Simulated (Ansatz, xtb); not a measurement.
Species: CCl2, net charge 0, singlet state. SMILES: Cl[C]Cl
Geometry from a B3LYP-D3(BJ)/def2-TZVP (Ansatz, a program for electronic structure) optimisation:
```xyz
3

Cl    -1.4025    -0.2001     0.0210
C     -0.0305     0.8441     0.0088
Cl     1.4133    -0.0978    -0.0241
```
Charge 0, spin multiplicity 1.

Harmonic wavenumbers from GFN2-xTB (xtb, at its own minimum), cm⁻¹: 332, 741, 783.

Question: Give the harmonic wavenumbers at B3LYP-D3(BJ)/def2-TZVP (Ansatz, finite differences of forces, unscaled).

Answer: 332, 710, 735 cm⁻¹. Zero-point energy 2.5 kcal/mol.

Question: From these and the geometry, give the ideal-gas thermochemistry at 298.15 K and 1 atm (rigid rotor, harmonic oscillator).

Answer: Point group C2v, rotational symmetry number 2. Rotational constants 49.82, 3.59, 3.349 GHz. S(trans) 39.16, S(rot) 22.42, S(vib) 1.81, S(elec, spin only) 0.00, S 63.4 cal/(mol K). H(298) - H(0) 2.74 kcal/mol; G - E(el) -13.6 kcal/mol.
